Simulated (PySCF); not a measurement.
C₄H₄F₂, SMILES C=CC=C(F)F. The structure is a stationary point at PBE0-D3(BJ)/def2-SVP. Other conformers were not sampled.

Q: Give the equilibrium geometry at PBE0-D3(BJ)/def2-SVP (PySCF confirms it by a frequency run) as Cartesian coordinates in Å, and its point group. (Estimate from the structure and the level; the computed values follow.)

A: One answer among several that fit: point group Cs.
```xyz
10

C      0.1525     2.7361     0.0000
C     -0.3082     1.4777     0.0000
C      0.5370     0.2996     0.0000
C      0.0639    -0.9483     0.0000
F      0.8074    -2.0254     0.0000
F     -1.2074    -1.2681     0.0000
H      1.2249     2.9531     0.0000
H     -0.5304     3.5881     0.0000
H     -1.3893     1.3029     0.0000
H      1.6236     0.4062     0.0000
```
